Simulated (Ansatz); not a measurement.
Ansatz (an electronic-structure program) job for 2H-1,3,5-oxadiazine (C₃H₄N₂O), SMILES C1=NC=NCO1, PBE/def2-SVPD. The structure is a stationary point at B3LYP-D3(BJ)/def2-SVP. The values are those of a single conformer.

Ansatz 0.2 input:
```yaml
crystal:
  periodic: [false, false, false]
  atoms:
    - {symbol: C, position_ang: [-0.91512856, -0.94406653, -0.02024014]}
    - {symbol: N, position_ang: [-1.38196600, 0.22388703, -0.26130960]}
    - {symbol: C, position_ang: [-0.44953985, 1.26282169, -0.10336587]}
    - {symbol: N, position_ang: [0.81008219, 1.13605516, 0.05499793]}
    - {symbol: C, position_ang: [1.33076584, -0.19570991, 0.03150930]}
    - {symbol: O, position_ang: [0.34537882, -1.24588175, 0.28205609]}
    - {symbol: H, position_ang: [-1.56418030, -1.83017493, -0.00972278]}
    - {symbol: H, position_ang: [-0.88191310, 2.27189221, -0.10623652]}
    - {symbol: H, position_ang: [2.09656379, -0.32891641, 0.80941289]}
    - {symbol: H, position_ang: [1.79310093, -0.40361385, -0.95314017]}
basis:
  gaussian:
    orbitals: def2-SVPD
hamiltonian:
  xc: {name: PBE}
```

Output:

```
WARN ansatz: RAYON_NUM_THREADS=1 ignored (pool sized by the plan → 1); use --threads N
Functional definition: PBE
integrals: 0.08 GiB planned
1298 factors; their error is unknown
mean field: 0.60 GiB planned
mean field evaluation 1: about -8179.6291 eV, gradient 5.8e1 eV
mean field evaluation 2: about -8163.2687 eV, gradient 1.0e2 eV
mean field evaluation 4: about -8186.9276 eV, gradient 1.1e1 eV
mean field evaluation 8: about -8187.1678 eV, gradient 2.1e-1 eV
mean field evaluation 16: about -8187.0680 eV, gradient 1.8e-3 eV
mean field -8187.06802499 eV, -300.8692005245 hartree, gradient 1.4e-5 eV, S^2 0.000000; 0 other end points of the search recorded, 0 dependent functions left out
reference -8187.06806561 eV, -300.8692020172 hartree; 22, 22 occupied and 133, 133 virtual orbitals, 1298 factors
Total energy: -8187.06806561 eV, -300.8692020172 hartree
```

The run converged.
